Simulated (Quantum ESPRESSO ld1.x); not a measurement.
Question: Tl14+, 67 electrons, occupied as [Kr] 4d10 4f14 5s2 5p5. All-electron calculation, scalar-relativistic Kohn-Sham, LDA (Slater exchange, VWN5 correlation), spin-polarised, spherical densities, point nucleus; open shells are filled with parallel spins first. Program: ld1.x of Quantum ESPRESSO 7.5. Some entries of the table are withheld. Estimate them.

orbital  occ.  eigenvalue (hartree)  r(max) (bohr)
1s up       1            -3155.0770          0.010
1s down     1            -3155.0696          0.010
2s up       1             -570.3282          0.058
2s down     1             -570.3238          0.058
2p up       3             -492.1054          0.049
2p down     3             -492.0994          0.049
3s up       1             -143.8461          0.164
3s down     1             -143.8413          0.164
3p up       3             -121.3371          0.164
3p down     3             -121.3317          0.164
3d up       5              -98.0246          0.133
3d down     5              -98.0195          0.133
4s up       1              -39.8597          0.370
4s down     1              -39.8512          0.370
4p up       3              -32.4637          0.388
4p down     3              -32.4544          0.388
4d up       5              -23.8030            (1)
4d down     5              -23.7920            (2)
5s up       1              -14.2898            (3)
5s down     1              -14.2422            (4)
4f up       7              -14.1903          0.355
4f down     7              -14.1765          0.355
5p up       3              -12.0171            (5)
5p down     2              -11.9674            (6)

Answer: 
(1) 4d up r(max) (bohr): 0.394
(2) 4d down r(max) (bohr): 0.394
(3) 5s up r(max) (bohr): 0.791
(4) 5s down r(max) (bohr): 0.785
(5) 5p up r(max) (bohr): 0.864
(6) 5p down r(max) (bohr): 0.864
